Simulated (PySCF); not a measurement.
**ORD: `C[C@@H]1[C@@H]2C[C@H]1[C@@H](N)C2`, C$_{7}$H$_{13}$N**

Molfile (atoms numbered from 1):
```
C7H13N
     RDKit          3D

 21 22  0  0  0  0  0  0  0  0999 V2000
   -2.2498   -0.4757   -1.0240 C   0  0  0  0  0  0  0  0  0  0  0  0
   -0.7819   -0.5996   -0.6597 C   0  0  2  0  0  0  0  0  0  0  0  0
   -0.4258   -0.7446    0.8352 C   0  0  2  0  0  0  0  0  0  0  0  0
   -0.5111    0.7848    0.9326 C   0  0  0  0  0  0  0  0  0  0  0  0
    0.0246    0.7059   -0.5042 C   0  0  1  0  0  0  0  0  0  0  0  0
    1.4446    0.1360   -0.2817 C   0  0  1  0  0  0  0  0  0  0  0  0
    2.4627    1.0450    0.1975 N   0  0  0  0  0  0  0  0  0  0  0  0
    1.0876   -0.9558    0.7609 C   0  0  0  0  0  0  0  0  0  0  0  0
   -2.7668    0.2599   -0.4151 H   0  0  0  0  0  0  0  0  0  0  0  0
   -2.7458   -1.4354   -0.8905 H   0  0  0  0  0  0  0  0  0  0  0  0
   -2.3479   -0.1840   -2.0684 H   0  0  0  0  0  0  0  0  0  0  0  0
   -0.3223   -1.3464   -1.3134 H   0  0  0  0  0  0  0  0  0  0  0  0
   -0.9882   -1.3960    1.4988 H   0  0  0  0  0  0  0  0  0  0  0  0
   -1.5222    1.1725    1.0062 H   0  0  0  0  0  0  0  0  0  0  0  0
    0.1146    1.2680    1.6825 H   0  0  0  0  0  0  0  0  0  0  0  0
   -0.0757    1.5324   -1.2045 H   0  0  0  0  0  0  0  0  0  0  0  0
    1.8314   -0.3047   -1.2062 H   0  0  0  0  0  0  0  0  0  0  0  0
    2.1458    1.5334    1.0286 H   0  0  0  0  0  0  0  0  0  0  0  0
    2.6755    1.7410   -0.5088 H   0  0  0  0  0  0  0  0  0  0  0  0
    1.5855   -0.7645    1.7104 H   0  0  0  0  0  0  0  0  0  0  0  0
    1.3563   -1.9552    0.4232 H   0  0  0  0  0  0  0  0  0  0  0  0
  1  2  1  0
  2  3  1  0
  3  4  1  0
  4  5  1  0
  5  6  1  0
  6  7  1  0
  6  8  1  0
  5  2  1  0
  8  3  1  0
  1  9  1  0
  1 10  1  0
  1 11  1  0
  2 12  1  6
  3 13  1  1
  4 14  1  0
  4 15  1  0
  5 16  1  6
  6 17  1  6
  7 18  1  0
  7 19  1  0
  8 20  1  0
  8 21  1  0
M  END
```

The calculation used TDDFT PBE0/def2-SVPD circular dichroism and optical rotation, one conformer, gas phase (PySCF). Geometry: GFN2-xTB.

The molecule is flexible and this is one conformer; a measurement averages over conformers. States above about 6.6 eV (minus the energy of the highest occupied orbital) lie near or above the ionisation threshold and depend on the basis.

Stereocentres: C2 R, C3 R, C5 R, C6 S.

Problem. Give the optical rotatory dispersion at 633, 589.3, 546, 436, 405, 365, 355 nm.

Solution. [α] in deg dm⁻¹ (g/mL)⁻¹:
```
λ (nm)  origin-invariant length gauge  modified velocity gauge  length gauge (centre of mass)  isotropic polarisability (au)
   633                          -27.4                    -21.0                          -27.0                           87.0
 589.3                          -31.9                    -24.5                          -31.5                           87.3
   546                          -37.7                    -28.8                          -37.2                           87.6
   436                          -62.8                    -46.9                          -62.0                           88.9
   405                          -74.8                    -55.3                          -73.9                           89.6
   365                          -96.9                    -70.2                          -95.7                           90.6
   355                         -104.1                    -75.0                         -102.9                           91.0
```

Problem. And for the mirror image at 589.3 nm?

Solution. +31.9 deg dm⁻¹ (g/mL)⁻¹ (origin-invariant length gauge): the same size and the opposite sign.

Problem. What is the molar rotation [Φ] = [α]·M/100 of the geometry above at 589.3 nm?

Solution. With M = 111.19 g/mol, -35.5 deg cm² dmol⁻¹ (origin-invariant length gauge).

The first excitation lies at 6.22 eV (199 nm) with R = +0.5 × 10⁻⁴⁰ esu² cm² (velocity form).
